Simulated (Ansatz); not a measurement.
Species: CH4N, net charge -1, singlet state. 
Coordinates optimised at B3LYP-D3(BJ)/def2-TZVP (Ansatz, a program for electronic structure):
```xyz
6

C     -0.5715     0.1438     0.1208
N      0.7349    -0.2874    -0.2334
H     -0.8770     0.1203     1.2200
H     -1.3244    -0.5103    -0.3625
H     -0.9048     1.1911    -0.1860
H      1.3910     0.3481     0.2377
```
Charge -1, spin multiplicity 1.

Parts of the frozen-core correlation energy in STO-3G (Ansatz, hartree). Frozen orbitals: 2; correlated occupied orbitals by spin: 7 and 7; virtual: 5 and 5. No spin-orbit coupling. Non-relativistic.

| term | value |
|---|---|
| reference (HF) | -93.18344 |
| MP2 opposite-spin | ___ |
| MP2 same-spin | -0.00967 |
| CCSD correlation | ___ |
| (T) | ___ |
| FCI minus CCSD(T) | -0.00039 |
| T1 diagnostic | 0.010 |
| largest doubles amplitude | 0.064 |

What belongs in the gaps?


- MP2 opposite-spin, value: -0.07943
- CCSD correlation, value: -0.11997
- (T), value: -0.00132
